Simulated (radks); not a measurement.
Spherical quantum dot in the effective-mass picture: electrons in a parabolic well V = omega^2 r^2 / 2 with omega = 0.22, with a point charge +1 (a donor) at the centre, all in effective atomic units (hartree* = m*/eps^2 hartree, bohr* = eps/m* bohr), one dielectric constant everywhere. Calculated with a radial shooting solver with Libxc functionals: non-relativistic Kohn-Sham, LDA (Slater exchange, Perdew-Wang correlation), spin-polarised, spherical densities. Levels are named by radial order and angular momentum (1s, 1p, 1d, 2s, ...), and open shells are averaged over m.

N = 23, configuration 1s2 1p6 1d10 2s2 1f(up 3, down 0). This is the lowest configuration that the search found. Occupied and some empty levels:

| level | occupation | eigenvalue (hartree*) | <r> (bohr*) |
|---|---|---|---|
| 1s up | 1 | 3.9912 | 2.786 |
| 1s down | 1 | 3.9927 | 2.672 |
| 1p up | 3 | 4.1049 | 5.559 |
| 1p down | 3 | 4.1149 | 5.496 |
| 2s up | 1 | 4.1222 | 5.055 |
| 2s down | 1 | 4.1312 | 5.114 |
| 1d up | 5 | 4.1789 | 6.175 |
| 1d down | 5 | 4.1905 | 6.151 |
| 1f up | 3 | 4.2650 | 6.616 |
| 1f down | 0 | 4.2773 | 6.612 |
| 2p up | 0 | 4.3117 | 5.377 |
| 2p down | 0 | 4.3180 | 5.401 |
| 1g up | 0 | 4.3628 | 6.981 |
| 1g down | 0 | 4.3753 | 6.989 |
| 2d up | 0 | 4.4312 | 6.059 |
| 2d down | 0 | 4.4381 | 6.062 |

Energy (hartree*): total 55.2446, kinetic 3.7613, external 14.386, Hartree 41.675, exchange-correlation -4.5772.
